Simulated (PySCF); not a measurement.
Al(Cl)(Me)(SeH) (CH4AlClSe), SMILES [CH3][Al]([SeH])[Cl]. Atoms are numbered in the order given.

```xyz
8

Al    -0.4127     0.6616     0.0000
Cl     1.1962     2.0345     0.0000
C     -2.2483     1.3004     0.0000
H     -2.4323     1.9306    -0.8867
H     -2.9850     0.4821     0.0000
H     -2.4323     1.9306     0.8867
Se     0.2222    -1.5680     0.0000
H     -1.1843    -2.0206     0.0000
```
Charge 0, spin multiplicity 1.

The structure is a stationary point at B3LYP-D3(BJ)/def2-SVP. The structure was generated by enumeration; whether it is a known compound was not checked. Other conformers were not sampled.

These are PySCF with TDA-PBE/def2-SVPD values and carry that method's errors.

Vertical excitations. Gas-phase values at a fixed geometry. State labels are in the subgroup Cs.

Q: Give excitation energies, oscillator strengths and character. (An estimate is asked for; the answer gives what the named calculation found.)

A: 
```csv
state,symmetry,energy (eV),λ (nm),f,main pairs
S1,A",4.96,250,0.047,HOMO→LUMO+1 99 %
S2,A',5.17,240,0.058,HOMO→LUMO 86 %
S3,A",5.52,225,0.000,"HOMO−1→LUMO 60 %, HOMO→LUMO+2 40 %"
S4,A",5.59,222,0.000,"HOMO→LUMO+2 59 %, HOMO−1→LUMO 40 %"
S5,A',5.94,209,0.178,"HOMO−1→LUMO+1 75 %, HOMO−1→LUMO+2 17 %"
S6,A",6.43,193,0.000,HOMO−2→LUMO 93 %
S7,A',6.46,192,0.099,"HOMO−1→LUMO+2 66 %, HOMO−2→LUMO+1 11 %"
S8,A",6.52,190,0.001,HOMO→LUMO+3 88 %
S9,A",6.58,188,0.008,HOMO→LUMO+4 87 %
S10,A',6.63,187,0.020,"HOMO−2→LUMO+1 76 %, HOMO−3→LUMO 17 %"
T1,A',4.36,285,0,HOMO→LUMO 99 %
T2,A",4.67,266,0,HOMO→LUMO+1 98 %
T3,A",5.09,243,0,HOMO→LUMO+2 91 %
T4,A",5.29,234,0,HOMO−1→LUMO 91 %
```
Triplets are in the Tamm–Dancoff approximation.
